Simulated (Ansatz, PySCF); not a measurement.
B(F)(GeH3)(OH) (BFGeH4O), SMILES O[B](F)[GeH3].

Geometry: r2SCAN-D4/def2-SVP. The values are those of a single conformer.

Vertical ionisation energy (IE) and electron affinity (EA) in eV. Rows of orbital energies are one-electron estimates. Where ΔSCF, EOM or ADC give a negative EA the extra electron is unbound and the value depends on the basis.

```json
[
 {"level": "−ε(HOMO), −ε(LUMO), M06-2X/def2-TZVP (PySCF)", "IE": "9.86", "EA": "-0.43"},
 {"level": "−ε(HOMO), −ε(LUMO), PBE/def2-TZVP (PySCF)", "IE": "7.39", "EA": "1.38"},
 {"level": "ΔSCF, CAM-B3LYP/def2-SVPD (Ansatz), final states of multiplicity 2 and 2", "IE": "11.14", "EA": "-1.09"},
 {"level": "ΔSCF, PBE/def2-SVPD (Ansatz), final states of multiplicity 2 and 2", "IE": "10.72", "EA": "-0.86"}
]
```

Question: What vertical singlet–triplet gap does ΔSCF give with CAM-B3LYP/def2-SVPD (Ansatz, a first-principles code) and with PBE/def2-SVPD (Ansatz)? (Estimate from the structure and the level; the computed values follow.)

Answer: 5.88 and 5.51 eV (triplet above singlet where positive).
